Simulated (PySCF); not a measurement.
**Electron correlation in O³⁺ (oxygen, charge +3)**

[He] 2s2 2p1, 2P determinant. All numbers are calculated (PySCF 2.14, the non-relativistic Hamiltonian (point nucleus), in 6-31G* (3s2p1d, 14 functions)). Frozen: 1s2; 3 electrons correlated.

MP2 pair energies summed by pair of shells (mhartree):

| pair | energy | share (%) |
| --- | --- | --- |
| 2s-2s | -32.08 | 71.6 |
| 2s-2p | -12.70 | 28.4 |

Total MP2 correlation energy: -44.78 mhartree.

Same-spin part -1.79 and opposite-spin part -43.00 mhartree; SCS-MP2 scales them by 1/3 and 6/5 to -52.19 mhartree.

| level | correlation energy (mhartree) |
| --- | --- |
| CCSD | -76.43 |
| (T) | -0.31 |
| CCSD(T) | -76.74 |

Diagnostics: T1 = 0.0051, D1 = 0.0097, largest double amplitude 0.141.

Cost of the coupled-cluster step: 0.12 s of wall time on 1 thread of Neoverse-N1 (shared host), for 3 correlated electrons.
